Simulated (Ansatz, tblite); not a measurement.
Removing and adding an electron: Ga₃O₈H₇, a hydroxylated oxide cluster. The state is a singlet with charge 0. Geometry: PBE-D4/def2-SVP. Ansatz, gas phase; energy differences of separate SCF runs; the oxidised species was run as a doublet alone; the reduced species was run as a doublet alone.

```xyz
18

Ga   -1.7476    0.3832   -0.4241
Ga    0.9056    1.3328    0.2351
Ga    0.9077   -1.5218    0.1381
O    -2.4331    1.5626   -1.6101
O     2.2306   -2.4668   -0.6502
O    -0.3595   -2.3919    1.1158
O     0.1195   -0.0581   -0.8033
O     2.0775    2.6369   -0.1440
O    -2.6447   -0.9773    0.3187
O    -0.8603    1.7007    0.8527
O     1.6609   -0.0621    1.3038
H    -3.1853    1.1734   -2.0912
H     2.4135   -2.1247   -1.5454
H    -0.2693   -3.3595    1.0399
H     1.7732    3.2143   -0.8685
H    -1.9781   -1.5999    0.7091
H    -1.2112    2.6105    0.8609
H     2.6005   -0.0522    1.5626
```

The xTB rows come from tblite. HOMO above LUMO, or a gap near zero within one spin, warns that the state may not be the lowest or that an electron is smeared out.

```tsv
level	−HOMO (eV)	vertical IE (eV)	−LUMO (eV)	vertical EA (eV)	HOMO–LUMO gap (eV)	IE − EA (eV)	remarks
GFN1-xTB	11.94	14.60	6.19	3.94	5.75	10.66	–
PBE-D4/def2-SVP	6.02	8.89	2.14	0.07	3.87	8.82	HOMO above zero (-1 doublet), gap within one spin near zero (+1 doublet)
```

Estimate the rows for GFN2-xTB, PBE0-D4/def2-SVP.


```json
{"level": "GFN2-xTB", "−HOMO (eV)": "12.51", "vertical IE (eV)": "15.07", "−LUMO (eV)": "8.78", "vertical EA (eV)": "6.30", "HOMO–LUMO gap (eV)": "3.73", "IE − EA (eV)": "8.76", "remarks": "–"}
{"level": "PBE0-D4/def2-SVP", "−HOMO (eV)": "7.81", "vertical IE (eV)": "9.88", "−LUMO (eV)": "1.25", "vertical EA (eV)": "-0.22", "HOMO–LUMO gap (eV)": "6.56", "IE − EA (eV)": "10.10", "remarks": "HOMO above zero (-1 doublet)"}
```

   A HOMO above zero means that the electron is unbound at that level or that self-interaction error raises the level; the energy of removing that electron tells which. Raw xTB energy differences between charge states are shifted by several eV; the methods need an empirical correction for them. Sets without diffuse functions give affinities that are too small. A negative affinity means that the extra electron isn't bound; its size then hangs on the basis.
